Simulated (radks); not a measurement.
Trend from Zn to Hg: ionisation energy by Delta-SCF between NIST ground configurations, and size. Calculated with a radial shooting solver on a logarithmic mesh with Libxc functionals: scalar-relativistic Kohn-Sham, PBE, spin-polarised, spherical densities, finite nucleus; open shells are filled with parallel spins first (spin-orbit coupling, left out, can overturn this in heavy ions); Fermi nuclear charge, rms radius of each element as measured or else 0.836 A^(1/3) + 0.57 fm.

| species | configuration | IE (eV) | NIST (eV) | kind | -e(HOMO) (eV) | outermost | <r> outermost (bohr) |
|---|---|---|---|---|---|---|---|
| Zn | [Ar] 3d10 4s2 | 9.596 | 9.394 | exp. | 5.979 (4s) | 4s | 2.65 |
| Cd | [Kr] 4d10 5s2 | 9.045 | 8.994 | exp. | 5.659 (5s) | 5s | 2.90 |
| Hg | [Hg] | 10.474 | 10.438 | exp. | 6.811 (6s) | 6s | 2.70 |

Reference values: NIST Atomic Spectra Database (measured).
